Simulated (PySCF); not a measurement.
Molecule: sum formula H$_{5}$BSiO$_{6}$, charge 0, multiplicity 1. SMILES: O[Si](O)(OB(O)O)O
Coordinates optimised at B3LYP-D3(BJ)/def2-TZVP (Ansatz):
```xyz
13

O     -1.8848    -0.6501     0.9789
B     -1.7122     0.1975    -0.1062
O     -2.7374     0.8332    -0.7531
O     -0.4533     0.4007    -0.5600
Si     1.0429    -0.0491    -0.0345
O      0.9139    -1.4211     0.8315
O      2.0201    -0.2442    -1.3246
O      1.6967     1.1267     0.8835
H     -2.7837    -0.7704     1.2934
H     -3.6208     0.6663    -0.4171
H      0.0567    -1.5507     1.2545
H      1.7650    -0.8790    -1.9979
H      2.1011     1.8712     0.4318
```
Charge 0, spin multiplicity 1.

Dispersion corrections to the total energy (kcal/mol) from the dftd3 and dftd4 libraries through PySCF: D3(BJ) without and D4 with the three-body term, each with the damping fitted for the functional named.

```
functional  D3(BJ)      D4
----------  ------  ------
B2GP-PLYP    -4.24       ?
r2SCAN       -1.83   -1.87
HSE06        -4.29       ?
B3LYP       -10.96  -11.66
PBE0         -5.50   -6.17
BP86        -10.17   -9.77
PW6B95           ?   -6.27
```

Task: Fill in the missing entries.

Result: 
- B2GP-PLYP, D4: -3.10
- HSE06, D4: -5.73
- PW6B95, D3(BJ): -3.31
